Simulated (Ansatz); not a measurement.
This geometry of BClFH + ClH (6 atoms, charge 0, multiplicity 1) is a first-order saddle point.

Computed with Ansatz, RKS B3LYP-D4/def2-SVP.

```xyz
6
Properties=species:S:1:pos:R:3
B -0.072 -0.250 -0.002
F -0.100 0.133 1.507
H 1.006 -0.038 -0.469
Cl -1.545 0.275 -0.819
Cl -0.148 -2.197 0.608
H -0.142 -1.013 1.652
```

Q: Which two structures does it join? (They come from a converged band through this point; their orientation in space is the band's.)

A: Bonds broken: B1–F2, Cl5–H6. Bonds formed: B1–Cl5, F2–H6. BClFH + ClH becomes BCl2H + FH.

Image 0:

```xyz
6
Properties=species:S:1:pos:R:3
B -0.038 0.325 -0.094
F -0.070 0.491 1.218
H 1.008 0.132 -0.647
Cl -1.533 0.471 -0.991
Cl -0.178 -2.720 1.049
H -0.191 -1.788 1.942
```

Image 6:

```xyz
6
Properties=species:S:1:pos:R:3
B -0.088 -0.522 -0.425
F -0.073 0.140 2.105
H 0.990 -0.020 -0.540
Cl -1.525 0.296 -0.969
Cl -0.195 -2.196 0.150
H -0.110 -0.788 2.156
```

Q: How far does it lie above each of them?

A: 1.17 eV above the first and 0.46 eV above the second. This is the barrier of this one path; another mechanism may lie lower. The orbitals stay closed-shell, which can raise the energy where a bond breaks towards radicals; this wasn't checked here.

Time of the run: 73 s on 1 thread of Intel(R) Xeon(R) 6975P-C (Granite Rapids) (shared host), peak memory 0.16 GiB.
